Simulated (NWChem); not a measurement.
System meant: GeH₄O₄; SMILES [OH][Ge]([OH])([OH])[OH]

NWChem input:

```
start job
memory heap 200 mb stack 900 mb global 1100 mb
geometry units angstroms noautosym nocenter noautoz
  O      1.141230     0.960271     0.926987
  Ge     0.000000     0.000000     0.000000
  O     -1.141230    -0.960271     0.926987
  O     -0.960271     1.141230    -0.926987
  O      0.960271    -1.141230    -0.926987
  H      0.780794     1.825890     1.151148
  H     -0.780794    -1.825890     1.151148
  H     -1.825890     0.780794    -1.151148
  H      1.825890    -0.780794    -1.151148
end
basis spherical
  * library def2-svp
end
dft
  xc m06-2x
  iterations 150
end
property
  shielding 3 1 2 6
end
task dft property
```

End of the output:

```
 Vector   37  Occ=0.000000D+00  E= 1.090052D-01
              MO Center= -3.8D-07, -1.1D-06,  1.0D+00, r^2= 6.8D+00
   Bfn.  Coefficient  Atom+Function         Bfn.  Coefficient  Atom+Function
  ----- ------------  ---------------      ----- ------------  ---------------
    90      0.903406  6 H  s                 95     -0.903406  7 H  s
     3     -0.636693  1 O  s                 49      0.636694  3 O  s
     8     -0.256088  1 O  py                54     -0.256088  3 O  py
    29      0.204096  2 Ge px                30      0.193007  2 Ge py
     5     -0.155013  1 O  py                51     -0.155013  3 O  py

 center of mass
 --------------
 x =   0.00000000 y =   0.00000000 z =   0.00000000

 moments of inertia (a.u.)
 ------------------
         497.917071931019          -0.000000000000           0.000000000000
          -0.000000000000         497.917071931019           0.000000000000
           0.000000000000           0.000000000000         565.020503585736

     Multipole analysis of the density
     ---------------------------------

     L   x y z        total         alpha         beta         nuclear
     -   - - -        -----         -----         ----         -------
     0   0 0 0     -0.000000    -34.000000    -34.000000     68.000000

     1   1 0 0      0.000000      0.000000      0.000000      0.000000
     1   0 1 0      0.000000      0.000000      0.000000      0.000000
     1   0 0 1      0.000000      0.000000      0.000000      0.000000

     2   2 0 0    -28.029302    -91.648604    -91.648604    155.267905
     2   1 1 0      0.000000      0.000000      0.000000      0.000000
     2   1 0 1      0.000000      0.000000      0.000000      0.000000
     2   0 2 0    -28.029302    -91.648604    -91.648604    155.267905
     2   0 1 1     -0.000000     -0.000000     -0.000000      0.000000
     2   0 0 2    -29.696925    -73.410924    -73.410924    117.124923

          -----------------------------------------
          Chemical Shielding Tensors (GIAO, in ppm)
          -----------------------------------------

 ------------------------------------------------------------------------
  xm06: d2 not coded                    0
 ------------------------------------------------------------------------
 ------------------------------------------------------------------------
  current input line :
    24: task dft property
 ------------------------------------------------------------------------
 ------------------------------------------------------------------------
 This error has not yet been assigned to a category
 ------------------------------------------------------------------------
 For more information see the NWChem manual at https://nwchemgit.github.io

0: xm06: d2 not coded:Received an Error in Communication
```

Task: What is wrong, and how is it mended?

Result: The run crashed. Cause: this functional's second derivatives, which shieldings need, aren't coded here; the fix takes a hybrid GGA instead. This input runs:
```
start job
memory heap 200 mb stack 900 mb global 1100 mb
geometry units angstroms noautosym nocenter noautoz
  O      1.141230     0.960271     0.926987
  Ge     0.000000     0.000000     0.000000
  O     -1.141230    -0.960271     0.926987
  O     -0.960271     1.141230    -0.926987
  O      0.960271    -1.141230    -0.926987
  H      0.780794     1.825890     1.151148
  H     -0.780794    -1.825890     1.151148
  H     -1.825890     0.780794    -1.151148
  H      1.825890    -0.780794    -1.151148
end
basis spherical
  * library def2-svp
end
dft
  xc pbe0
  iterations 150
end
property
  shielding 3 1 2 6
end
task dft property
```
It converges to -2379.33337 Ha (PBE0/def2-SVP, GIAO).
